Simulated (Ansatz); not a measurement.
Input and output for C₆H₁₆Ge (`C[CH2][GeH]([CH2]C)[CH2]C`).

```yaml
crystal:
  periodic: [false, false, false]
  atoms:
    - {symbol: C, position_ang: [-1.500615, 1.678751, 0.167220]}
    - {symbol: C, position_ang: [-0.121185, 1.407454, 0.752428]}
    - {symbol: Ge, position_ang: [0.638616, -0.309300, 0.165954]}
    - {symbol: C, position_ang: [0.838615, -0.320185, -1.789295]}
    - {symbol: C, position_ang: [1.684127, 0.829448, -2.320004]}
    - {symbol: C, position_ang: [-0.521999, -1.787173, 0.742130]}
    - {symbol: C, position_ang: [-0.769691, -1.815180, 2.244170]}
    - {symbol: H, position_ang: [-2.219018, 0.905664, 0.454153]}
    - {symbol: H, position_ang: [-1.476089, 1.706288, -0.925819]}
    - {symbol: H, position_ang: [-1.904226, 2.637234, 0.506016]}
    - {symbol: H, position_ang: [-0.159279, 1.406047, 1.845662]}
    - {symbol: H, position_ang: [0.578651, 2.201015, 0.474759]}
    - {symbol: H, position_ang: [2.035865, -0.483421, 0.816043]}
    - {symbol: H, position_ang: [1.273963, -1.282306, -2.075442]}
    - {symbol: H, position_ang: [-0.163483, -0.295264, -2.229231]}
    - {symbol: H, position_ang: [1.788200, 0.788386, -3.408121]}
    - {symbol: H, position_ang: [2.691531, 0.814629, -1.894941]}
    - {symbol: H, position_ang: [1.243689, 1.799417, -2.073211]}
    - {symbol: H, position_ang: [-0.061595, -2.722642, 0.410402]}
    - {symbol: H, position_ang: [-1.468169, -1.702508, 0.198085]}
    - {symbol: H, position_ang: [-1.262210, -0.901146, 2.587287]}
    - {symbol: H, position_ang: [-1.406972, -2.655291, 2.535023]}
    - {symbol: H, position_ang: [0.166179, -1.906816, 2.802331]}
basis:
  gaussian: {orbitals: x2c-TZVPPall}
hamiltonian: {xc: {name: HSE06}}
accuracy: high
scf: {lower_state_search: full}
```

```sh
$ ansatz run in.yaml --threads 4 --pin off --events-out ev --progress --plain --max-ram 46080MiB --backend cuda --devices 0, --max-vram 37GiB
```

It prints (some lines left out):

```
Functional definition: HSE06
8353 factors; integrals over basis functions are off by at most 1.2e-7 eV
162 factors; integrals over basis functions are off by at most 1.9e-9 eV
mean field evaluation 1: about -63561.8087 eV, gradient 1.0e2 eV
mean field evaluation 2: about -63562.0747 eV, gradient 9.9e1 eV
mean field evaluation 4: about -63584.1791 eV, gradient 1.1e1 eV
mean field evaluation 8: about -63584.4679 eV, gradient 1.4e0 eV
mean field evaluation 16: about -63584.4724 eV, gradient 2.6e-4 eV
mean field -63584.47236489 eV, -2336.6862603063 hartree, gradient 6.7e-8 eV, S^2 0.000000; 0 other end points of the search recorded, 0 dependent functions left out
reference -63584.47237033 eV, -2336.6862605062 hartree; 42, 42 occupied and 416, 416 virtual orbitals, 8353 factors
Total energy: -63584.47237033 eV, -2336.6862605062 hartree
Relativity: scalar
```

Hardware: 4 threads of an AMD EPYC 7R13 on a shared host and a share of an NVIDIA H100 80 GB. Wall time 9.5 s, peak host memory 2 GiB.
